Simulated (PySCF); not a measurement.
# Identify the compound

Molecular formula: C₆H₁₂BNO. Simulated spectra:

1H NMR (400 MHz, computed): δ 8.45 (s, 1H), 6.25 (d, 1H), 5.32 (m, 1H), 1.86 (d, 3H), 0.91 (s, 6H).

13C{1H} NMR (computed): δ 164.8 (CH), 138.2 (CH), 125.4 (CH), 19.2 (CH3), 11.5 (CH3).

A single conformation, non-relativistic Hamiltonian, averaged over atoms made equivalent by symmetry, fast rotation or ring inversion, no solvent. Shielding tensors at PBE/pcSseg-1 (GIAO); coordinates at the PBE0-D3(BJ)/def2-SVP level; PySCF 2.14.

Chemical shifts δ = σref − σ; TMS for 1H (σ = 31.20 ppm), 13C (σ = 180.03 ppm), all at this level.

**Question.** Choose the structure that fits.
A. C/C=C/N(C=O)B(C)C
B. C[NH2+][B@H-](C)c1ccco1
C. C/C=C\N(C=O)B(C)C
D. C[O+](C)[B@H-](C#N)C1CC1

**Answer.** A. 

- 5 carbon signals for 6 carbons: some carbons are equivalent by symmetry or fast rotation.
- Carbon types of the structure: 3 × CH, 3 × CH3, which accounts for all hydrogens.
- δC 164.8: amide carbonyl carbon; lone-pair donation from the attached heteroatom keeps it upfield of a ketone carbonyl.
- δC 138.2: alkene carbon bearing nitrogen; an sp2 carbon further deshielded by the attached heteroatom.
- δC 125.4: β carbon of an enol-ether or enamine type C=C.
- δH 6.25: hydrogen on an alkene carbon bearing nitrogen; a vinylic proton, deshielded by the sp2 carbon and the C=C anisotropy.
- δH 1.86: hydrogen on an allylic methyl carbon; allylic position.

The others: C[NH2+][B@H-](C)c1ccco1 would give 6 carbon signals, not 5; C[O+](C)[B@H-](C#N)C1CC1 would give 7 signals for carbon-bound and other non-exchanging H, not 5; C/C=C\N(C=O)B(C)C has carbons computed at 161.5, 133.4, 132.4, 17.0, 7.9.

A carbon bonded to boron is broadened by the quadrupolar boron nucleus and is often missing from a measured spectrum. Shifts are as computed. Against solution values, carbons near 30 ppm lie about +2 ppm off and those near 130 ppm about +2 ppm. Of 1309 compounds with measured shifts, 239 miss one by over three times the rms of a fit or turn the order of signals round; such compounds aren't used in these exercises. Multiplicities follow the n + 1 count of equivalent neighbours, as no J values were calculated; m marks all less simple cases, F and P coupling included.
